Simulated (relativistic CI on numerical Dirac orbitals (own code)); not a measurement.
## Tl LXII: sensitivity of the levels to the model

Base calculation: Dirac-Coulomb-Breit CI, separate exchange-only KLI orbitals for each configuration, model QED (radiative potential, 1s self-energy scaled to tabulated hydrogen-like ionisation energies), unscaled Slater integrals.

Configurations in the expansion (outside the closed core [Ne]): 3s2 3p6 3d2, 3s2 3p5 3d3, 3s 3p6 3d3, 3s2 3p6 3d 4s, 3s2 3p6 3d 4p, 3s2 3p6 3d 4d, 3s2 3p5 3d2 4s, 3s2 3p6 3d 4f, 3s2 3p5 3d2 4p, 3s2 3p5 3d2 4d, 3p6 3d4, 3p5 3d5, 3p5 3d4 4s, 3p6 3d3 4s, 3p5 3d3 4s2. Double excitations out of closed p, d and f shells are left out; levels of such configurations are missing from the list, as are those of other unlisted configurations, and high levels can miss mixing partners. These lack a partner that the ground configuration has and come out too high: 3s2 3p5 3d2 4p, 3s2 3p5 3d2 4d.

The lowest level and the first level of each name with at least 55 % of one term (blank where a level has no safe partner in the second run):

```csv
Level,Base (eV),Shift (eV)
3s2 3p6 3d2 3F_2,0.000,0.000
3s2 3p6 3d2 3P_0,27.624,-0.001
3s2 3p6 3d2 3F_3,111.806,-0.284
3s2 3p6 3d2 1G_4,127.643,-0.285
3s2 3p6 3d2 3P_1,129.702,-0.281
3s2 3p6 3d2 3F_4,232.834,-0.566
3s2 3p6 3d2 1S_0,271.078,-0.561
3s2 3p5 3d3 3I°_7,540.902,+0.689
3s2 3p5 3d3 3P°_1,542.792,+0.691
```

At this charge energies of transitions that change n are usually good to better than 1 %, and those within a shell (Δn = 0) to a few per cent.

Q: One thing was changed in a second run, which moved the levels as shown. Which?
A. QED terms removed
B. configuration mixing switched off
C. Breit term removed

A: A. QED terms removed. QED shifts follow the density of s (and p1/2) electrons at the nucleus, so configurations move by their count of such electrons; where none moves, the smaller shifts of p3/2 electrons and of j = l + 1/2 against j = l − 1/2 set the pattern.

LS names give the leading component of a level, which can be under half, so a name can repeat, a term be missing and a line seem to break the LS rules.
